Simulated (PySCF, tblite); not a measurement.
Compound: C6H4F2.
SMILES: `C#CCC#CC(F)F`

Computed with PBE0/def2-SVPD in PySCF (dipole) on a GFN2-xTB geometry, gas phase.

Take the most abundant isotopes and a rigid rotor. 

Problem. What are A, B and C (cm⁻¹)?

Solution. Ia = 87.65, Ib = 678.63, Ic = 683.93 u·Å²; 505379 MHz·u·Å²/I gives 5766, 744.7 and 738.9 MHz, that is A = 0.19233, B = 0.02484, C = 0.02465 cm⁻¹.

Problem. What kind of rotor is it?

Solution. A near-prolate asymmetric top; Ray's κ = -0.998.

Problem. What does the inertial defect say?

Solution. Not planar: Δ = Ic − Ia − Ib = -82.35 u·Å². For a rigid frame Δ = −2 Σ m c², so Σ m c² = 41.17 u·Å² lies off the ab plane: 11.11 from hydrogen and 30.06 from heavier atoms. The atom farthest from that plane is 1.74 Å away.

Problem. Give the other two planar moments, Paa and Pbb, and the rms extents of the mass along the axes.

Solution. Paa = Σ m a² = (Ib + Ic − Ia)/2 = 637.46 and Pbb = Σ m b² = (Ia + Ic − Ib)/2 = 46.47 u·Å². With the mass M = 114.03 u, the rms extents √(P/M) along a, b and c are 2.36, 0.64, 0.60 Å.

Problem. Give the coordinates in the principal-axis frame, origin at the centre of mass.

Solution. The sense of each axis is arbitrary; atoms in the order of the calculation.
```csv
atom,mass (u),a (Å),b (Å),c (Å)
C1,12.000,3.765,0.001,-0.959
C2,12.000,2.987,0.000,-0.051
C3,12.000,2.026,-0.001,1.039
C4,12.000,0.673,0.000,0.524
C5,12.000,-0.422,0.001,0.035
C6,12.000,-1.783,0.001,-0.472
F7,18.998,-2.473,-1.087,-0.038
F8,18.998,-2.474,1.087,-0.036
H9,1.008,4.461,0.002,-1.744
H10,1.008,2.174,0.888,1.660
H11,1.008,2.174,-0.893,1.658
H12,1.008,-1.817,0.002,-1.575
```

Problem. Which lines would a microwave search look for?

Solution. The dipole components are |μa| = 2.59 D, |μb| = 0.00 D, |μc| = 0.31 D; the mirror of this Cs structure is the ac plane, so μb vanishes by symmetry and there are no b-type lines. The squared components, which scale the intensities, stand as 1.00 : 0.01 (a : c). Some lines, for components of 0.1 D or more:

```csv
type,branch,"J(Ka,Kc)",MHz,lower level (cm⁻¹)
a,R,"1(0,1) ← 0(0,0)",1484,0.000
a,R,"2(1,2) ← 1(1,1)",2961,0.217
a,R,"2(0,2) ← 1(0,1)",2967,0.049
a,R,"2(1,1) ← 1(1,0)",2973,0.217
c,Q,"2(1,2) ← 2(0,2)",5016,0.148
c,Q,"1(1,1) ← 1(0,1)",5021,0.049
c,R,"1(1,0) ← 0(0,0)",6511,0.000
c,R,"2(1,1) ← 1(0,1)",8000,0.049
c,Q,"2(2,1) ← 2(1,1)",15064,0.316
c,R,"2(2,0) ← 1(1,0)",18037,0.217
c,R,"2(2,1) ← 1(1,1)",18043,0.217
```

Problem. Estimate the classical rotational partition function at 25 K, 100 K and 200 K.

Solution. Point group Cs, symmetry number σ = 1; q = (√π/σ)·√((kT/h)³/(ABC)), k/h = 20836.6 MHz/K: 11800 at 25 K, 94600 at 100 K, 268000 at 200 K.

Its lowest GFN2-xTB frequency is 12 cm⁻¹, too small to tell a flat minimum from a shallow saddle. These are rigid-rotor constants of the computed structure; measured ground-state constants (B0) also hold zero-point vibration.

Time: 51 s wall; peak memory 0.81 GiB. Hardware: one thread, Arm Neoverse N1 (aarch64), shared host with 64 logical CPUs at a one-minute load of 58. This is the PBE0/def2-SVPD job that gave the dipole, with the excitations it also computed.
